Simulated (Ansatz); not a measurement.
Relaxation of CH$_{3}$FSSi (7 atoms, charge 0, multiplicity 1), to a largest force component of 0.02 eV/Å in at most 50 steps.

All numbers below come from UKS B3LYP-D4/def2-SVP (Ansatz 0.2.0).

```xyz
7
Properties=species:S:1:pos:R:3
F -0.982 -2.369 0.247
Si -0.959 -0.775 0.014
C 0.563 0.090 0.163
S 0.604 1.883 0.104
H -2.293 -0.468 -0.430
H 1.431 -0.342 0.643
H 1.635 1.980 -0.743
```

Where does it end, and by what steps?

The forces met the threshold. After 7 steps the energy has fallen by 0.203 eV; H7 moved furthest, 0.36 Å.

| step | energy less start (eV) | largest force component (eV/Å) | accepted |
| --- | --- | --- | --- |
| 0 | 0.0000 | 2.067 | yes |
| 1 | -0.1480 | 1.007 | yes |
| 2 | -0.1878 | 0.199 | yes |
| 3 | -0.1959 | 0.148 | yes |
| 4 | -0.1903 | 0.171 | no |
| 5 | -0.2015 | 0.088 | yes |
| 6 | -0.2022 | 0.117 | yes |
| 7 | -0.2033 | 0.017 | yes |

```xyz
7
Properties=species:S:1:pos:R:3
F -1.053 -2.384 0.254
Si -0.837 -0.802 -0.026
C 0.600 0.043 0.332
S 0.548 1.814 0.176
H -2.090 -0.211 -0.522
H 1.508 -0.432 0.717
H 1.324 1.972 -0.931
```

Whether the end is a true minimum wasn't checked by a vibrational analysis.

Time of the run: 36 s on 2 threads of Arm Neoverse N1 (shared host), peak memory 0.22 GiB.
